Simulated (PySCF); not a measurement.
# `F/C=C/C=C/C=C/Cl`, C6H6ClF

Geometry:
```tsv
atom	x (Å)	y (Å)	z (Å)
F1	-3.717	0.053	0.442
C2	-2.522	0.613	0.323
C3	-1.414	-0.111	0.120
C4	-0.106	0.480	-0.014
C5	1.030	-0.227	-0.214
C6	2.336	0.371	-0.346
C7	3.455	-0.347	-0.540
Cl8	5.016	0.355	-0.698
H9	-2.550	1.705	0.405
H10	-1.515	-1.199	0.056
H11	-0.039	1.573	0.053
H12	0.968	-1.319	-0.280
H13	2.412	1.462	-0.283
H14	3.455	-1.437	-0.612
```

Theory: TDDFT CAM-B3LYP/aug-cc-pVDZ excited states, vertical, gas phase (PySCF 2.14.0). Geometry: PBE0-D3(BJ)/def2-SVP.

Singlets 7 and 8 lie within 0.01 eV of each other, so their separate moments and overlaps can depend on how they mix.

**Question.** How strongly do the lowest singlets absorb one photon, and two photons of half the energy?

**Answer.** δ for parallel linear polarisation; σ at the peak of a Lorentzian of half width 0.1 eV, single beam; Ω is circular over linear.
```
state  E (eV)      f  photon λ (nm)  δ (au)  σ (GM)     Ω                                main
   S1    4.69  1.250            529    1.26    0.01  0.81                      HOMO→LUMO 0.98
   S2    5.46  0.000            454    20.9    0.23  1.50                    HOMO→LUMO+1 0.89
   S3    5.49  0.000            451    6.48    0.07  1.50                    HOMO→LUMO+2 0.90
   S4    5.99  0.003            414    54.6    0.72  1.50                    HOMO→LUMO+3 0.79
   S5    6.16  0.007            402    1760   24.46  0.65  HOMO→LUMO+7 0.71, HOMO→LUMO+6 0.22
   S6    6.22  0.001            399    50.7    0.72  1.32  HOMO→LUMO+5 0.45, HOMO→LUMO+8 0.24
```

Among these, the strongest one-photon state is S1, the strongest two-photon state S5, with a dipole change of 1.1 D (relaxed, norm of the difference vector).
